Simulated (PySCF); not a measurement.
H2O4S, SMILES OS(O)(=O)=O.

The structure is a stationary point at TPSSh-D3(BJ)/def2-SVP. The values are those of a single conformer.

Two levels are set side by side: PBE/def2-TZVP (PySCF) and CAM-B3LYP/def2-TZVP (PySCF). Same geometry, gas phase. Differences are taken from unrounded values.

```
quantity                     CAM-B3LYP    PBE  PBE minus CAM-B3LYP
---------------------------  ---------  -----  -------------------
orbital gap (eV)                 11.88   6.86                -5.02
highest occupied level (eV)     -11.21  -7.99                 3.22
lowest empty level (eV)           0.67  -1.13                -1.80
dipole moment (D)                 3.15   2.99                -0.16
mean polarisability (bohr³)       32.5   34.1                  1.6
```

Without exact exchange PBE keeps part of each electron's self-repulsion, which lifts occupied levels and narrows the gap. PBE's more diffuse valence density responds more strongly to a field. Differences between two approximate levels are no errors against the true value.

Rough cost on one machine, each run with all the roots and properties that it gave: CAM-B3LYP against PBE within a factor of 2.
